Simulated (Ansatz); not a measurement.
Reaction (hydrogenolysis of the Al–S bond): `[BH2][AlH][S]C` + H₂ → `[BH2][AlH2]` + CH₃SH

Gas-phase electronic energies from Ansatz, PBE0-D4/def2-TZVP geometries. CBS: MP2 limit from def2 TZ/QZ plus the TZ coupled-cluster correction, frozen cores. This one scheme is used for every species. DFT in def2-TZVPP. B3LYP here is the variant with VWN-RPA as its local correlation; programs differ in this. HSE06 is defined as in plane-wave codes. Each species was taken in one conformer, which may not be the lowest.

`[BH2][AlH][S]C`:

Cartesian coordinates in Å:
```
B 1.857 0.299 -0.507
Al 0.256 1.569 0.059
S -1.678 0.681 0.539
C -1.384 -1.103 0.304
H 2.637 -0.151 0.286
H 2.049 -0.037 -1.643
H 0.307 3.151 0.181
H -1.002 -1.316 -0.694
H -2.344 -1.603 0.420
H -0.697 -1.490 1.054
```

H₂:

```xyz
2

H    -0.346    0.070    0.122
H     0.346   -0.070   -0.122
```

`[BH2][AlH2]`:

Z-matrix (Å, degrees):
```
B
Al 1 2.115
H 1 1.200 2 122.9
H 1 1.200 2 122.9 3 -180.0
H 2 1.594 1 121.0 3 90.1
H 2 1.594 1 121.0 3 -89.9
```

CH₃SH:

```xyz
6

C     0.071    0.485   -0.033
S    -0.267   -1.067    0.827
H     1.051    0.473   -0.509
H     0.065    1.263    0.730
H    -0.702    0.712   -0.767
H    -0.218   -1.867   -0.249
```

(1) Is it downhill or uphill in electronic energy at CCSD(T)/CBS, and by how much? (Best estimate.)

(2) What do these levels give: B3LYP-D4, PBE, HSE06, HF/def2-SVP, MP2/def2-SVP, CCSD(T)/def2-SVP? (Best estimate.)

Largest T1 diagnostic among the species: 0.011.

## Answers

(1) The calculation gave: Uphill: ΔE = +98.9 kJ/mol.

(2) Ansatz gave: B3LYP-D4 95.4, PBE 93.9, HSE06 91.6, HF/def2-SVP 68.5, MP2/def2-SVP 94.9, CCSD(T)/def2-SVP 86.9 kJ/mol.

From BLYP to BHLYP (50 % exact exchange), in def2-TZVPP and without D4, ΔE moves by −3.6 kJ/mol. The D4 term adds +10.6 kJ/mol with B3LYP and +6.0 kJ/mol with PBE0; it sums over pairs of atoms, weighted by their polarisabilities, and B3LYP, whose exchange is more repulsive, gets the larger term.
